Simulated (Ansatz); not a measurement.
Start from `C=C[O][SbH][F]` and change one atom or group to get `C=C[O][InH2]`.

Ansatz, PBE0-D4/def2-TZVP geometries, multiplicity 1. Each molecule was computed in one conformer, which needn't be the lowest.

Elements past krypton have def2 core potentials.

```csv
property,`C=C[O][SbH][F]`
zero-point energy (PBE0-D4/def2-TZVP) / kJ/mol,145.1
LUMO energy (ωB97M-V/def2-TZVPP) / eV,0.27
LUMO energy (PBE0/def2-TZVPP) / eV,-1.50
HOMO–LUMO gap (ωB97M-V/def2-TZVPP) / eV,9.35
LUMO energy (B3LYP/def2-TZVPP) / eV,-1.75
HOMO–LUMO gap (B3LYP/def2-TZVPP) / eV,4.88
```

Problem. What does the change do to each property? (Estimate.)

Solution. Ansatz gave: 
| property | `C=C[O][InH2]` | shift |
| --- | --- | --- |
| zero-point energy (PBE0-D4/def2-TZVP) / kJ/mol | 152.0 | 6.9 |
| LUMO energy (ωB97M-V/def2-TZVPP) / eV | -0.34 | -0.61 |
| LUMO energy (PBE0/def2-TZVPP) / eV | -1.81 | -0.31 |
| HOMO–LUMO gap (ωB97M-V/def2-TZVPP) / eV | 8.15 | -1.20 |
| LUMO energy (B3LYP/def2-TZVPP) / eV | -2.09 | -0.34 |
| HOMO–LUMO gap (B3LYP/def2-TZVPP) / eV | 3.98 | -0.90 |

With PBE0 the HOMO rises by 0.58 eV and the LUMO falls by 0.31 eV, so the gap narrows by about 0.89 eV. PBE moves the HOMO by 0.52 eV and ωB97M-V by 0.59 eV.

B3LYP here is the variant with VWN-RPA as its local correlation; programs differ in this.

Spin–orbit coupling is left out; it splits and shifts lone-pair levels of the heavy atoms by tenths of an eV.
